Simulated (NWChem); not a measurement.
System: BBr2F; SMILES FB(Br)Br

```xyz
4

B      0.0000     0.0000    -0.6295
F      0.0000     0.0000    -1.9394
Br     1.6615     0.0000     0.2943
Br    -1.6615     0.0000     0.2943
```
Atoms are numbered in this order, from 1.

Program: NWChem. All runs use the structure optimised with PBE0/def2-SVP. Vertical excitations in the gas phase; the lowest state need not have the same character in each row.

For level PBE/aug-cc-pVDZ, full TDDFT:

| Item | Value |
|---|---|
| lowest excitation, singlet (eV) | 5.04 |
| lowest state with f > 0.02, singlet (eV) | 6.01 |
| oscillator strength of that bright state | 0.126 |
| orbital gap (eV) | 4.97 |

**Question.** How do the values read with level Hartree-Fock/aug-cc-pVDZ, TDHF instead?

**Answer.** 
| Property | Value |
|---|---|
| lowest excitation, singlet (eV) | 7.31 |
| lowest state with f > 0.02, singlet (eV) | 8.03 |
| oscillator strength of that bright state | 0.098 |
| orbital gap (eV) | 12.85 |
